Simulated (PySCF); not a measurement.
Tosylate, SMILES Cc1ccc(S(=O)(=O)[O-])cc1 (charge -1), singlet, GFN2-xTB optimised geometry.

```
18

C      3.06     0.00     0.02
C      1.55     0.00    -0.01
C      0.85    -1.20     0.00
C     -0.54    -1.20     0.00
C     -1.22     0.00     0.00
S     -3.03    -0.01    -0.10
O     -3.46     1.22     0.56
O     -3.45    -1.23     0.57
O     -3.27    -0.01    -1.55
C     -0.54     1.19    -0.01
C      0.85     1.20    -0.01
H      3.46    -0.88    -0.47
H      3.42     0.01     1.05
H      3.45     0.89    -0.48
H      1.40    -2.13     0.00
H     -1.11    -2.11     0.01
H     -1.12     2.11    -0.01
H      1.39     2.13    -0.02
```

Density from PBE0/def2-SVPD run with PySCF 2.14.0 at that geometry.

Minimum of the electron density along straight lines between bonded atoms, close to the bond critical point (lines longer than 1.1 times the sum of covalent radii, or with two minima, are not listed):

```
bond     length / Å  ρ at the minimum / e bohr⁻³  ∇²ρ there / e bohr⁻⁵  position (fraction from the first atom)
-------  ----------  ---------------------------  --------------------  ---------------------------------------
C1–C2         1.504                        0.252                 -0.59                                     0.50
C2–C3         1.390                        0.309                 -0.78                                     0.50
C3–C4         1.385                        0.311                 -0.79                                     0.50
C4–C5         1.378                        0.316                 -0.81                                     0.50
C5–S6         1.811                        0.204                 -0.47                                     0.48
S6–O7         1.461                        0.278                  1.37                                     0.39
S6–O8         1.461                        0.278                  1.37                                     0.39
S6–O9         1.463                        0.277                  1.34                                     0.39
C5–C10        1.378                        0.316                 -0.81                                     0.50
C2–C11        1.390                        0.309                 -0.78                                     0.50
C10–C11       1.385                        0.311                 -0.79                                     0.50
C1–H12        1.089                        0.276                 -0.99                                     0.62
C1–H13        1.092                        0.273                 -0.97                                     0.62
C1–H14        1.089                        0.276                 -0.99                                     0.62
C3–H15        1.083                        0.280                 -1.03                                     0.62
C4–H16        1.079                        0.286                 -1.11                                     0.64
C10–H17       1.079                        0.286                 -1.11                                     0.64
C11–H18       1.083                        0.280                 -1.03                                     0.62
```
